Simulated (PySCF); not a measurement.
## Mayer bond orders and bond lengths

Species: C4H12OSSi2.
SMILES with atom numbers: `[CH3:1][O:2][C@@H:3]1[C@@H:4]([SiH3:5])[Si@@H:6]1[S:7][CH3:8]` (hydrogens: H9, H10, H11 on C1; H12 on C3; H13 on C4; H14, H15, H16 on Si5; H17 on Si6; H18, H19, H20 on C8)

Geometry (GFN2-xTB, Å), atoms numbered from 1 in this order:
```xyz
20
C4H12OSSi2 angstrom
C     -0.7510    2.2583    0.6002
O      0.2675    1.3511    0.2481
C     -0.2260    0.1696   -0.3149
C     -0.8620   -0.8717    0.6413
Si    -2.5810   -1.5136    0.2287
Si     0.7572   -1.4302   -0.1519
S      2.5406   -1.4031    1.0129
C      3.3099    0.1618    0.4655
H     -1.3527    2.5236   -0.2776
H     -1.4116    1.8374    1.3665
H     -0.2598    3.1480    0.9901
H     -0.7987    0.3556   -1.2255
H     -0.7526   -0.5787    1.6829
H     -3.5709   -0.4557    0.4628
H     -2.6069   -1.8876   -1.1876
H     -2.8860   -2.6692    1.0711
H      0.7879   -2.3415   -1.2778
H      3.7103    0.0360   -0.5351
H      2.5680    0.9514    0.4899
H      4.1126    0.3692    1.1651
```

Bond orders from the PBE0/pcSseg-1 density (PySCF). Geometry: GFN2-xTB, one conformer, isolated molecule.

Problem. Where do the orders between heavy atoms depart from those drawn in the SMILES?

Solution. The largest departure is 0.149, at C3–C4 (drawn single, 0.851). Drawn single, order below 0.88: C3–C4 (0.851) and C4–Si5 (0.878).

Problem. Give the Mayer order of every bond between heavy atoms, beside its length.

Solution. 
```csv
bond,drawn as,length (Å),Mayer order
C1–O2,single,1.409,0.922
O2–C3,single,1.399,0.934
C3–C4,single,1.550,0.851
C4–Si5,single,1.881,0.878
C4–Si6,single,1.888,0.896
Si6–S7,single,2.130,1.093
S7–C8,single,1.828,0.989
Si6–C3,single,1.885,0.897
```

Problem. And the bonds to hydrogen?

Solution. C–H: 0.92 to 0.97 (8 bonds); H–Si: 0.90 to 0.94 (4 bonds).

Problem. Sum the orders of all bonds at each heavy atom with more than one neighbour and set the sums beside the valence in the SMILES.

Solution. C1 3.812 (drawn 4), O2 1.856 (drawn 2), C3 3.610 (drawn 4), C4 3.543 (drawn 4), Si5 3.705 (drawn 4), Si6 3.790 (drawn 4), S7 2.082 (drawn 2), C8 3.831 (drawn 4). Orders between atoms that aren't bonded are not in these sums.

For a closed shell the Mayer order of atoms A and B is Σ (PS)μν (PS)νμ over the basis functions μ on A and ν on B, with P the density and S the overlap matrix.

These values come from a run that also computed NMR shieldings. Hardware: an AMD EPYC 9R45 with one thread, shared host with 96 logical CPUs at a one-minute load of 9.8. Cost: 22 s of wall time, 0.90 GiB resident at most.
